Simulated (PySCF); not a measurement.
Molfile (atoms numbered from 1):
```
C8H13F
     RDKit          3D

 22 22  0  0  0  0  0  0  0  0999 V2000
    2.1475    2.0893    0.3898 C   0  0  0  0  0  0  0  0  0  0  0  0
    1.4727    1.0631   -0.1380 C   0  0  0  0  0  0  0  0  0  0  0  0
    2.0596   -0.3125   -0.2894 C   0  0  0  0  0  0  0  0  0  0  0  0
    1.1756   -1.3577    0.3928 C   0  0  0  0  0  0  0  0  0  0  0  0
   -0.2611   -1.2817   -0.1076 C   0  0  0  0  0  0  0  0  0  0  0  0
   -0.8532    0.1181    0.0568 C   0  0  2  0  0  0  0  0  0  0  0  0
   -2.2664    0.1940   -0.4817 C   0  0  0  0  0  0  0  0  0  0  0  0
   -2.2842   -0.0700   -1.8339 F   0  0  0  0  0  0  0  0  0  0  0  0
    0.0470    1.1744   -0.5986 C   0  0  0  0  0  0  0  0  0  0  0  0
    1.6874    3.0756    0.4994 H   0  0  0  0  0  0  0  0  0  0  0  0
    3.1837    1.9782    0.7212 H   0  0  0  0  0  0  0  0  0  0  0  0
    2.1225   -0.5535   -1.3672 H   0  0  0  0  0  0  0  0  0  0  0  0
    3.0850   -0.3424    0.1088 H   0  0  0  0  0  0  0  0  0  0  0  0
    1.1941   -1.1845    1.4831 H   0  0  0  0  0  0  0  0  0  0  0  0
    1.5843   -2.3675    0.2275 H   0  0  0  0  0  0  0  0  0  0  0  0
   -0.8909   -2.0162    0.4219 H   0  0  0  0  0  0  0  0  0  0  0  0
   -0.3001   -1.5513   -1.1773 H   0  0  0  0  0  0  0  0  0  0  0  0
   -0.9172    0.3454    1.1379 H   0  0  0  0  0  0  0  0  0  0  0  0
   -2.6942    1.1997   -0.3246 H   0  0  0  0  0  0  0  0  0  0  0  0
   -2.9158   -0.5448    0.0198 H   0  0  0  0  0  0  0  0  0  0  0  0
   -0.3445    2.1853   -0.4036 H   0  0  0  0  0  0  0  0  0  0  0  0
    0.0046    1.0157   -1.6915 H   0  0  0  0  0  0  0  0  0  0  0  0
  1  2  2  0
  2  3  1  0
  3  4  1  0
  4  5  1  0
  5  6  1  0
  6  7  1  0
  7  8  1  0
  6  9  1  0
  9  2  1  0
  1 10  1  0
  1 11  1  0
  3 12  1  0
  3 13  1  0
  4 14  1  0
  4 15  1  0
  5 16  1  0
  5 17  1  0
  6 18  1  1
  7 19  1  0
  7 20  1  0
  9 21  1  0
  9 22  1  0
M  END
```

Geometry: PBE0-D3(BJ)/def2-SVP; GIAO shifts from PySCF 2.14, gas phase, non-relativistic, averaged over equivalent atoms.

At PBE0/pcSseg-1 (218 basis functions, 2.1 min wall time on 1 thread of an Intel Xeon, shared host):
| atoms | δ (ppm) |
| --- | --- |
| C2 | 157.7 |
| C1 | 115.2 |
| C7 | 88.5 |
| C6 | 42.7 |
| C9 | 39.6 |
| C3 | 37.3 |
| C4 | 29.9 |
| C5 | 29.9 |
| F8 | -257.7 |
| H11 | 5.01 |
| H10 | 5.00 |
| H20 | 4.38 |
| H19 | 4.36 |
| H22 | 2.30 |
| H13 | 2.09 |
| H21 | 1.95 |
| H12 | 1.89 |
| H15 | 1.75 |
| H17 | 1.58 |
| H16 | 1.42 |
| H14 | 1.21 |
| H18 | 0.94 |

δ = σ(ref) − σ, references computed at the same level: ¹³C (σref 184.41) and ¹H (σref 31.27) against TMS; ¹⁹F (σref 177.25) against CFCl3.

**Question.** Estimate the result of repeating the calculation with wB97X-D/pcSseg-1.

**Answer.** 
| atoms | δ at wB97X-D/pcSseg-1 | change |
| --- | --- | --- |
| C2 | 158.3 | +0.6 |
| C1 | 116.1 | +0.9 |
| C7 | 88.4 | -0.1 |
| C6 | 41.9 | -0.8 |
| C9 | 38.8 | -0.8 |
| C3 | 36.5 | -0.8 |
| C4 | 29.2 | -0.7 |
| C5 | 29.4 | -0.5 |
| F8 | -251.0 | +6.7 |
| H11 | 5.01 | +0.00 |
| H10 | 5.00 | +0.00 |
| H20 | 4.35 | -0.03 |
| H19 | 4.34 | -0.02 |
| H22 | 2.24 | -0.06 |
| H13 | 2.05 | -0.04 |
| H21 | 1.92 | -0.03 |
| H12 | 1.83 | -0.06 |
| H15 | 1.69 | -0.06 |
| H17 | 1.56 | -0.02 |
| H16 | 1.38 | -0.04 |
| H14 | 1.16 | -0.05 |
| H18 | 0.89 | -0.05 |

Scale: ¹³C (σref 184.54) and ¹H (σref 31.38) against TMS; ¹⁹F (σref 187.16) vs CFCl3 (reference shieldings calculated alike).

The largest change is at F8 (fluorine on an sp3 carbon). Cost: 218 basis functions, 2.4 min wall time on 1 thread of an Intel Xeon, shared host. The order of the carbon signals changes between the two levels.

Unscaled 19F shifts against computed CFCl3 carry errors that often reach 10 to 50 ppm.
